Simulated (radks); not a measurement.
Spherical jellium clusters: N electrons in a uniform positive sphere of charge N and radius rs N^(1/3), rs = 2.6 bohr. Calculated with a radial shooting solver with Libxc functionals: non-relativistic Kohn-Sham, exchange-only LDA, spin-polarised, spherical densities. Levels are named by radial order and angular momentum (1s, 1p, 1d, 2s, ...), and open shells are averaged over m.

N = 12, configuration 1s2 1p6 1d(up 4, down 0). This is the lowest configuration that the search found. Occupied and some empty levels:

level,occupation,eigenvalue (eV),<r> (bohr)
1s up,1,-7.6495,3.892
1s down,1,-6.9909,3.580
1p up,3,-5.3265,4.820
1p down,3,-4.2673,4.654
1d up,4,-2.6667,5.747
2s up,0,-2.0956,5.959
1d down,0,-1.4436,5.807
2s down,0,-1.3305,6.154
2p up,0,-0.39094,9.889
1f up,0,-0.073157,7.688

Energy (eV): total -2.20955, kinetic 43.604, external -751.35, Hartree 359.35, exchange-correlation -48.785, background 394.97.
